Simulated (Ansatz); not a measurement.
# F2GeH5Si2+: where a starting geometry ends

The starting geometry of this gas-phase singlet was optimised with GFN2-xTB; its bonds are those of `F[SiH](F)[GeH2][SiH2+]`.

```json
{"atom": "F", "x (Å)": "-2.3997", "y (Å)": "1.6174", "z (Å)": "-0.3921"}
{"atom": "F", "x (Å)": "-1.9710", "y (Å)": "3.6829", "z (Å)": "-1.6335"}
{"atom": "Ge", "x (Å)": "0.5372", "y (Å)": "1.9206", "z (Å)": "-1.2075"}
{"atom": "Si", "x (Å)": "-1.7621", "y (Å)": "2.1126", "z (Å)": "-1.7671"}
{"atom": "Si", "x (Å)": "0.7557", "y (Å)": "2.8363", "z (Å)": "0.9851"}
{"atom": "H", "x (Å)": "-2.3759", "y (Å)": "1.5397", "z (Å)": "-2.9325"}
{"atom": "H", "x (Å)": "1.5515", "y (Å)": "2.6934", "z (Å)": "-2.0112"}
{"atom": "H", "x (Å)": "1.1312", "y (Å)": "0.5427", "z (Å)": "-1.0587"}
{"atom": "H", "x (Å)": "0.6599", "y (Å)": "2.1058", "z (Å)": "2.2552"}
{"atom": "H", "x (Å)": "0.8663", "y (Å)": "4.2617", "z (Å)": "1.3214"}
```

Problem. Where would you expect an optimisation with PBE0-D3(BJ)/def2-SVP to take it?

Solution. A new bond forms, giving a structure with F1 bridging Si5 and Si4, given below by its coordinates. Distances that change by over a tenth: F1–Si4 (1.59 → 1.82 Å). Contacts that close: F1–Si5 (3.65 → 1.84 Å).

The energy falls by 1.05 eV over 18 steps:

```tsv
step	E − E(last) (eV)
1	1.046
3	0.836
5	0.783
7	0.705
9	0.375
10	0.184
12	0.026
14	0.000
16	0.000
18	0.000
```

Final geometry (Å):

```xyz
10

F    -1.5445    2.5627    0.1394
F    -1.8919    3.6500   -2.2293
Ge    0.8885    1.9509   -1.3539
Si   -1.4700    2.2264   -1.6463
Si    0.1617    2.6039    0.8357
H    -2.5311    1.2160   -1.8221
H     1.7065    2.9910   -2.1090
H     1.3475    0.4994   -1.4399
H     0.0537    1.5982    1.9161
H     0.2727    4.0146    1.2686
```

Frequencies at the end are all real (lowest 71 cm⁻¹). Run with Ansatz 0.2.0, 60 s on 2 threads of Arm Neoverse V2, with other jobs on the host.
